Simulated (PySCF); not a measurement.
Identify the compound

An unknown has the formula C4H11N2PSi2. Its calculated NMR data are:

1H NMR (500 MHz, computed): δ 5.50 (m, 1H), 4.82 (m, 1H), 4.35 (m, 1H), 3.78 (m, 1H), 2.87 (m, 1H), 2.27 (m, 1H), 1.99 (m, 1H), 1.52 (m, 1H), 1.33 (m, 2H), 0.45 (br s, 1H).

13C{1H} NMR (computed): δ 126.0 (C), 43.1 (CH2), 32.3 (CH2), 14.8 (CH).

Computed data (PySCF 2.14.0 with density-fitted response routines): σ from GIAO-PBE0/pcSseg-1, GFN2-xTB structure. One averaged value for each set of equivalent atoms, relativity neglected, one computed conformer, in vacuum.

References, each an isolated molecule treated in the same way: TMS for 1H (31.72 ppm) and 13C (186.93 ppm).

**Question.** Propose a structure and justify it.

**Answer.** 
1. 4 carbon signals for 4 carbons: no two carbons are equivalent.
2. Carbon types of the structure: 1 × C, 1 × CH, 2 × CH2, leaving 6 H on heteroatoms.
3. δC 126.0: nitrile carbon; C≡N carbons fall here, among the sp2 signals but without a proton.
4. δC 43.1: sp3 CH2 bonded to N; the inductive effect lowers its shielding.
5. δC 32.3: sp3 CH2 in a ring; a saturated carbon with 2 carbon neighbours and no heteroatom attached.
6. δH 3.78, 2.87: hydrogen on an sp3 CH2 bonded to N; its carbon carries N, an electronegative neighbour.
7. δH 2.27: hydrogen on an sp3 CH bonded to Si, α to a nitrile.
8. δH 1.99, 1.52: hydrogen on an sp3 CH2 in a ring.
9. δH 0.45: hydrogen on a nitrogen bonded to C, Si, in a 6-membered ring; exchangeable, gas-phase position.

These data were computed for SMILES N#C[C@@H]1CCN[SiH2][Si@H]1P.

The data come from this structure; uniqueness wasn't tested.

OH and NH positions are those of a molecule without intermolecular hydrogen bonds; in solution they move with solvent, concentration and temperature, and exchange usually removes their couplings. Splittings by 31P in the carbon and heteronuclear signals aren't shown, as no couplings were computed. Shifts are as computed. Against solution values, carbons near 30 ppm lie about +3 ppm off and those near 130 ppm about +5 ppm. Of 1309 compounds with measured shifts, 239 miss one by over three times the rms of a fit or turn the order of signals round; such compounds aren't used in these exercises. Multiplicities follow the n + 1 count of equivalent neighbours, as no J values were calculated; m marks all less simple cases, F and P coupling included.
